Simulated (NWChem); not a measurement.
System: CrNH₃S₂O; SMILES [Cr](=[O])([SH])([SH])=[NH]

The following NWChem deck was run.

```
start job
memory heap 200 mb stack 900 mb global 1100 mb
geometry units angstroms noautoz
  Cr     0.382190     0.003921    -0.047688
  O      1.314905     0.025482     1.185914
  N      1.159913     0.017387    -1.459397
  H      2.137475     0.065270    -1.761441
  S     -0.845105     1.844770    -0.121222
  H     -1.211691     1.838115     1.182519
  S     -0.814602    -1.857072     0.121499
  H     -1.126481    -1.979380    -1.187950
end
basis spherical
  Cr library def2-svp
  O library def2-svp
  N library def2-svp
  H library def2-svp
  S library def2-svp
end
dft
  xc slater pw91lda
  iterations 150
  mulliken
end
task dft energy
```

Output (shortened):

```
             Northwest Computational Chemistry Package (NWChem) 7.3.0
             --------------------------------------------------------

 C1  symmetry detected

                             Geometry "geometry" -> ""
                             -------------------------

 Output coordinates in angstroms (scale by  1.889725989 to convert to a.u.)

  No.       Tag          Charge          X              Y              Z
 ---- ---------------- ---------- -------------- -------------- --------------
    1 Cr                  24.0000     0.36689034     0.00107997     0.02773435
    2 O                    8.0000     1.20938674    -0.05107697     1.32375732
    3 N                    7.0000     1.24309537     0.09498273    -1.32185955
    4 H                    1.0000     2.23957653     0.15830250    -1.55025994
    5 S                   16.0000    -0.85583915     1.84565355    -0.02580258
    6 H                    1.0000    -1.31427983     1.76396816     1.24594025
    7 S                   16.0000    -0.83508055    -1.86409425     0.00280660
    8 H                    1.0000    -1.05271116    -1.90940213    -1.33041077

 Effective nuclear repulsion energy (a.u.)     479.9856775669

                                 NWChem DFT Module
                                 -----------------

 Summary of "ao basis" -> "ao basis" (spherical)
 ------------------------------------------------------------------------------
       Tag                 Description            Shells   Functions and Types
 ---------------- ------------------------------  ------  ---------------------
 Cr                         def2-svp                11       31   5s3p2d1f
 O                          def2-svp                 6       14   3s2p1d
 N                          def2-svp                 6       14   3s2p1d
 H                          def2-svp                 3        5   2s1p
 S                          def2-svp                 8       18   4s3p1d

            General Information
            -------------------
          SCF calculation type: DFT
          Wavefunction type:  closed shell.
          No. of atoms     :     8
          No. of electrons :    74
           Alpha electrons :    37
            Beta electrons :    37
          Charge           :     0
          Spin multiplicity:     1
          Use of symmetry is: off; symmetry adaption is: off
          Maximum number of iterations: 150
          AO basis - number of functions:   110
                     number of shells:    48
          Convergence on energy requested:  1.00D-06
          Convergence on density requested:  1.00D-05
          Convergence on gradient requested:  5.00D-04

              XC Information
              --------------
                        Slater Exchange Functional  1.000 local
            Perdew 1991 LDA Correlation Functional  1.000 local

             Grid Information
             ----------------
          Grid used for XC integration:  medium
          Radial quadrature: Mura-Knowles
          Angular quadrature: Lebedev.
          Tag              B.-S. Rad. Rad. Pts. Rad. Cut. Ang. Pts.
          ---              ---------- --------- --------- ---------
          Cr                  1.40      112           9.0       590
          O                   0.60       49          11.0       434
          N                   0.65       49          11.0       434
          H                   0.35       45          12.0       434
          S                   1.00       88          11.0       590
          Grid pruning is: on
          Number of quadrature shells:   521
          Spatial weights used:  Erf1

      Superposition of Atomic Density Guess
      -------------------------------------

 Sum of atomic energies:       -1968.16044016

      Non-variational initial energy
      ------------------------------

 Total energy =   -1968.689323
 1-e energy   =   -3666.933707
 2-e energy   =    1218.258706
 HOMO         =      -0.312817
 LUMO         =      -0.080275

     ---------------------------------------------
      Total Density - Mulliken Population Analysis
     ---------------------------------------------

    Atom       Charge   Shell Charges
 -----------   ------   -------------------------------------------------------
    1 Cr  24    21.51   2.00  2.00  2.01  0.34  0.02  6.00  6.02  0.55  1.58  0.98  0.01
    2 O    8     9.14   1.99  1.17  0.78  3.20  2.00  0.01
    3 N    7     8.09   1.99  1.11  0.60  2.65  1.73  0.01
    4 H    1     0.75   0.58  0.13  0.04
    5 S   16    16.47   2.00  1.99  1.21  0.61  5.94  1.85  2.84  0.02
    6 H    1     0.78   0.57  0.19  0.03
    7 S   16    16.47   2.00  1.99  1.21  0.61  5.94  1.85  2.85  0.02
    8 H    1     0.78   0.57  0.18  0.03

   convergence    iter        energy       DeltaE   RMS-Dens  Diis-err
 ---------------- ----- ----------------- --------- --------- ---------
 d= 0,ls=0.0,diis     1  -1965.1287388935 -2.45D+03  5.96D-02  1.03D+01
 d= 0,ls=0.0,diis     2  -1946.8674849256  1.83D+01  5.55D-02  8.51D+01
 d= 0,ls=0.0,diis     3  -1964.9592296787 -1.81D+01  3.09D-02  1.15D+01
 d= 0,ls=0.0,diis     4  -1965.1371484850 -1.78D-01  2.22D-02  8.44D+00
 d= 0,ls=0.0,diis     5  -1965.6751328612 -5.38D-01  1.68D-02  5.19D+00
 d= 0,ls=0.0,diis     6  -1965.9396269333 -2.64D-01  7.24D-03  3.07D+00
 d= 0,ls=0.0,diis     7  -1966.1328059734 -1.93D-01  7.92D-03  1.84D+00
 d= 0,ls=0.0,diis     8  -1965.9718289968  1.61D-01  2.05D-03  3.70D+00
  Resetting Diis
 d= 0,ls=0.0,diis     9  -1965.9436760678  2.82D-02  6.34D-03  4.36D+00
 d= 0,ls=0.0,diis    10  -1966.2931691988 -3.49D-01  6.40D-03  4.12D-02
 d= 0,ls=0.0,diis    11  -1966.1691871929  1.24D-01  5.59D-03  1.03D+00
 d= 0,ls=0.0,diis    12  -1966.2805740592 -1.11D-01  1.56D-03  2.13D-01
 d= 0,ls=0.0,diis    13  -1966.2965061924 -1.59D-02  8.49D-04  1.89D-02
 d= 0,ls=0.0,diis    14  -1966.2973217141 -8.16D-04  4.55D-04  1.01D-02
 d= 0,ls=0.0,diis    15  -1966.2982920205 -9.70D-04  1.53D-04  1.92D-03
 d= 0,ls=0.0,diis    16  -1966.2984594049 -1.67D-04  8.35D-05  3.02D-05
 d= 0,ls=0.0,diis    17  -1966.2984596512 -2.46D-07  4.71D-05  1.74D-05
 d= 0,ls=0.0,diis    18  -1966.2984635444 -3.89D-06  3.52D-06  3.81D-07
 d= 0,ls=0.0,diis    19  -1966.2984635876 -4.32D-08  6.61D-07  2.14D-08

         Total DFT energy =    -1966.298463587579
      One electron energy =    -3671.184468735802
           Coulomb energy =     1335.259044213580
    Exchange-Corr. energy =     -110.358716632292
 Nuclear repulsion energy =      479.985677566934

 Numeric. integr. density =       74.000006618347

                       DFT Final Molecular Orbital Analysis
                       ------------------------------------

 Vector   35  Occ=2.000000D+00  E=-2.785324D-01
              MO Center=  1.0D-01, -2.0D-01, -1.8D-01, r^2= 4.5D+00
   Bfn.  Coefficient  Atom+Function         Bfn.  Coefficient  Atom+Function
  ----- ------------  ---------------      ----- ------------  ---------------
    99      0.271172  7 S  py                35     -0.238347  2 O  px
    96      0.227152  7 S  py                51     -0.197262  3 N  pz
    19      0.177670  1 Cr d  2              49     -0.175890  3 N  px
    38     -0.170246  2 O  px                50      0.166504  3 N  py
    54      0.147297  3 N  pz                75     -0.144341  5 S  px

 Vector   36  Occ=2.000000D+00  E=-2.625120D-01
              MO Center= -1.3D-01,  1.3D-01, -2.2D-01, r^2= 4.5D+00
   Bfn.  Coefficient  Atom+Function         Bfn.  Coefficient  Atom+Function
  ----- ------------  ---------------      ----- ------------  ---------------
    51      0.258375  3 N  pz                75     -0.257909  5 S  px
    98     -0.258647  7 S  px                76     -0.207017  5 S  py
    54     -0.195240  3 N  pz                72     -0.186069  5 S  px
    95     -0.185551  7 S  px                37      0.165684  2 O  pz
    99      0.163738  7 S  py                12     -0.160722  1 Cr px

 Vector   37  Occ=2.000000D+00  E=-2.264525D-01
              MO Center= -6.6D-01, -3.2D-02, -6.1D-03, r^2= 5.0D+00
   Bfn.  Coefficient  Atom+Function         Bfn.  Coefficient  Atom+Function
  ----- ------------  ---------------      ----- ------------  ---------------
    98     -0.382305  7 S  px                75      0.349164  5 S  px
    95     -0.272556  7 S  px                72      0.250158  5 S  px
    76      0.246234  5 S  py                99      0.241645  7 S  py
    73      0.180195  5 S  py                96      0.176066  7 S  py
    92     -0.155078  7 S  px                69      0.142293  5 S  px

 Vector   38  Occ=0.000000D+00  E=-1.591145D-01
              MO Center=  1.8D-01, -1.2D-02, -1.1D-02, r^2= 2.7D+00
   Bfn.  Coefficient  Atom+Function         Bfn.  Coefficient  Atom+Function
  ----- ------------  ---------------      ----- ------------  ---------------
    19      0.670871  1 Cr d  2              98      0.249333  7 S  px
    75      0.234976  5 S  px                24      0.219000  1 Cr d  2
    17     -0.195386  1 Cr d  0              51      0.171165  3 N  pz
    37      0.161955  2 O  pz                95      0.158925  7 S  px
    54     -0.152090  3 N  pz                72      0.148257  5 S  px

 Vector   39  Occ=0.000000D+00  E=-1.414757D-01
              MO Center=  6.6D-01, -1.9D-03,  5.3D-02, r^2= 1.8D+00
   Bfn.  Coefficient  Atom+Function         Bfn.  Coefficient  Atom+Function
  ----- ------------  ---------------      ----- ------------  ---------------
    16      0.699104  1 Cr d -1              36     -0.334403  2 O  py
    39     -0.287120  2 O  py                50     -0.279314  3 N  py
    53      0.277656  3 N  py                21      0.239366  1 Cr d -1
    15      0.140575  1 Cr d -2              76     -0.091259  5 S  py
   107     -0.081999  8 H  s                 68      0.080353  5 S  s

[...]
```

Level: LDA (Slater exchange, PW92)/def2-SVP. Coordinates come from a B3LYP/6-31G* (spherical d) optimisation. Not confirmed as a minimum by frequencies.
